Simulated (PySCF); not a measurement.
**Exercise with solution: chemical shift, span and skew from a shielding tensor**

H6O2P2Si, SMILES O[Si](O)(P)P. Atoms are numbered in the order given.

```xyz
11

O     -0.8270    -0.8377     1.5037
Si    -0.1694    -0.3359     0.0549
O     -0.3529    -1.4813    -1.1460
P      2.0804    -0.1385     0.2270
P     -1.2369     1.6274    -0.3331
H     -0.4576    -1.6466     1.8812
H     -1.2547    -1.6461    -1.4492
H      2.2181     0.4523    -1.0664
H      1.9992     1.1171     0.9044
H     -2.4964     1.0006    -0.6004
H     -0.8498     1.6428    -1.7096
```
Charge 0, spin multiplicity 1.

The structure is a stationary point at B3LYP-D3(BJ)/def2-SVP. The structure was generated by enumeration, and PubChem lists no compound with its InChIKey, so it may never have been made. The values are those of a single conformer.

GIAO shieldings from PySCF with PBE/pcSseg-1, non-relativistic, no solvent. The symmetric part of the tensor of P4 has the principal values 502.8, 577.3, 581.3 ppm. The same nucleus in PH3 has σ = 576.8 ppm at this level (PySCF, at its B3LYP-D3(BJ)/def2-TZVP geometry).

Question: Work out the isotropic shielding, the ³¹P shift against PH3, the span and the skew.

Answer: 
σ(iso) = (σ11 + σ22 + σ33)/3 = 553.8 ppm. δ = σ(ref) − σ(iso) = 576.8 − (553.8) = 23.0 ppm.
Span Ω = σ33 − σ11 = 78.5 ppm. Skew κ = 3(σ(iso) − σ22)/Ω = -0.90. Tumbling in solution averages the tensor to δ; in a static solid the shielding alone would spread this spin-1/2 line over Ω.
